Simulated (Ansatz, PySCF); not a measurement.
Input for Ansatz (a quantum-chemistry and plane-wave program):
Ansatz 0.2 input:
```yaml
crystal:
  periodic: [false, false, false]
  atoms:
    - {symbol: C, position_ang: [1.12840000, 0.51630000, -0.31860000]}
    - {symbol: C, position_ang: [0.13190000, -0.60600000, -0.05960000]}
    - {symbol: C, position_ang: [-1.22700000, -0.06370000, 0.36310000]}
    - {symbol: H, position_ang: [2.09270000, 0.11340000, -0.61920000]}
    - {symbol: H, position_ang: [0.76850000, 1.17070000, -1.10960000]}
    - {symbol: H, position_ang: [1.27120000, 1.11390000, 0.57910000]}
    - {symbol: H, position_ang: [0.52000000, -1.26200000, 0.72310000]}
    - {symbol: H, position_ang: [0.01720000, -1.20520000, -0.96590000]}
    - {symbol: H, position_ang: [-1.92660000, -0.87630000, 0.54410000]}
    - {symbol: H, position_ang: [-1.13690000, 0.52100000, 1.27610000]}
    - {symbol: H, position_ang: [-1.63960000, 0.57770000, -0.41260000]}
basis:
  gaussian:
    orbitals: STO-3G
hamiltonian:
  xc: pbe
magnetization: {spin_polarized: true, initial_magnetization: 2}
accuracy: high
```

Q: Convert this to an input for PySCF.

A: One answer among several that fit: 
```python
from pyscf import gto, scf, dft

mol = gto.Mole()
mol.atom = '''
    C     1.128400    0.516300   -0.318600
    C     0.131900   -0.606000   -0.059600
    C    -1.227000   -0.063700    0.363100
    H     2.092700    0.113400   -0.619200
    H     0.768500    1.170700   -1.109600
    H     1.271200    1.113900    0.579100
    H     0.520000   -1.262000    0.723100
    H     0.017200   -1.205200   -0.965900
    H    -1.926600   -0.876300    0.544100
    H    -1.136900    0.521000    1.276100
    H    -1.639600    0.577700   -0.412600
'''
mol.basis = 'sto-3g'
mol.charge = 0
mol.spin = 2
mol.verbose = 4
mol.build()

mf = dft.UKS(mol)
mf.xc = 'pbe'
mf.grids.atom_grid = (99, 590)
mf.grids.prune = None
mf.kernel()
```

Both were run: Ansatz gave -116.983215 Eh and PySCF -116.983215 Eh, 0.000 mEh apart.
